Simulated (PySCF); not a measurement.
Bond stretch in BeO, singlet.

- CASSCF(8,5)/cc-pVTZ (PySCF)
- RKS-BHandHLYP = restricted BHandHLYP/cc-pVTZ (PySCF)
- UHF/cc-pVTZ (PySCF)
- RHF/cc-pVTZ (PySCF)

Energies are in kJ/mol, each relative to the lowest point of its own curve near equilibrium.

| R / Å | CASSCF(8,5) | RKS-BHandHLYP | UHF | RHF |
|---|---|---|---|---|
| 1.05 | — | 304.0 | 409.3 | 298.0 |
| 1.13 | — | 119.1 | 223.4 | 112.2 |
| 1.18 | — | 53.9 | 159.0 | 47.8 |
| 1.26 | — | 5.0 | 113.1 | 1.9 |
| 1.27 | — | 2.6 | 111.2 | 0.0 |
| 1.32 | — | 0.0 | 34.2 | 0.2 |
| 1.36 | 16.2 | 7.2 | 15.6 | 10.1 |
| 1.42 | 2.1 | 29.6 | 1.8 | 36.8 |
| 1.46 | 0.0 | 50.0 | 0.0 | 60.4 |
| 1.55 | 10.8 | 106.1 | 11.1 | 123.4 |
| 1.63 | 32.6 | 161.5 | 33.1 | 183.3 |
| 1.77 | 85.7 | 257.4 | 86.5 | 274.1 |
| 1.99 | 183.2 | 381.0 | 184.0 | 365.0 |
| 2.20 | 274.8 | 464.3 | 275.3 | 414.8 |
| 2.39 | 350.7 | 517.4 | 328.5 | 442.5 |
| 2.62 | 431.5 | 562.5 | 349.1 | 462.8 |
| 2.91 | 516.9 | 600.1 | 356.8 | 476.6 |
| 3.26 | 599.2 | 627.8 | 359.0 | 484.3 |
| 3.61 | — | 643.7 | 359.5 | 487.4 |
| 3.99 | — | 653.2 | 359.6 | 488.8 |
| 4.65 | — | 659.6 | 359.7 | 489.4 |
| 5.24 | — | 661.0 | 359.7 | 489.6 |

At the longest distance, 5.24 Å, RKS-BHandHLYP lies highest above its minimum (661.0 kJ/mol) and UHF lowest (359.7 kJ/mol).

Dashes: no converged value, or the column stops at the first point that the program doubted or that broke a chosen test of continuity, which isn't proof of a fault.

The natural occupations jump between 1.27 and 1.32 Å in the active space behind CASSCF(8,5). The restricted form behind RKS-BHandHLYP, RHF keeps the bonding electrons paired and can't separate into open-shell fragments. The unrestricted determinant behind UHF is spin-contaminated at 1.32 to 5.24 Å (<S²> up to 1.3, against 0.00 for a pure singlet).
